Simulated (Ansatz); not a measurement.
**Relaxing a trial structure of CBFO**

The starting geometry of this gas-phase singlet was optimised with GFN2-xTB; its bonds are those of `O=C=BF`.

| atom | x (Å) | y (Å) | z (Å) |
| --- | --- | --- | --- |
| C | -0.4250 | -0.4757 | -1.9467 |
| B | -0.3830 | 0.8723 | -2.4664 |
| F | 0.2343 | 1.9571 | -2.1070 |
| O | -0.7965 | -1.5907 | -1.9857 |

Question: Predict what it relaxes into with PBE0-D4/def2-TZVP.

Answer: It falls apart into CO + BF. Contacts that open: C1–B2 (1.45 → 3.26 Å).

The energy falls by 0.45 eV over 19 steps:

| step | E − E(last) (eV) |
| --- | --- |
| 1 | 0.450 |
| 3 | 0.335 |
| 5 | 0.227 |
| 7 | 0.188 |
| 9 | 0.126 |
| 11 | 0.046 |
| 13 | 0.003 |
| 15 | 0.000 |
| 17 | 0.000 |
| 19 | 0.000 |

Final geometry (Å):

```xyz
4

C    -0.3616   -1.2317   -1.5577
B    -0.4264    1.7401   -2.8846
F     0.3552    2.3695   -2.1184
O    -0.9373   -2.1149   -1.9452
```

The end wasn't checked by frequencies. Run with Ansatz 0.2.0, 19 s on 2 threads of Arm Neoverse V2, on a shared host.
